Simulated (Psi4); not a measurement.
Dimer: PH3 (SMILES P) (first 4 atoms) with H2Se (SMILES [SeH2]); geometry from B3LYP-D3(BJ)/def2-TZVP, rigid monomers moved along the line of their centres of mass till P1···Se5 is 5.10 Å.
(charge 0, multiplicity 1):
```xyz
7

P      0.11565     0.07616    -0.17248
H     -0.63776     1.26484    -0.00583
H      0.20601     0.21841    -1.58161
H     -1.03241    -0.75251    -0.23360
Se     0.35180     0.12203     4.91732
H      0.03872    -0.36693     6.27064
H      1.06101    -1.12077     4.58584
```

The numbers are results of SAPT0/aug-cc-pVDZ (Psi4), not measurements.

### Question
Which attractive term is largest, and how does the interaction split up?

### Answer
electrostatics -8.9, exchange 1.8, induction -0.5, dispersion -13.0, total -20.6 meV; the largest attraction is dispersion.
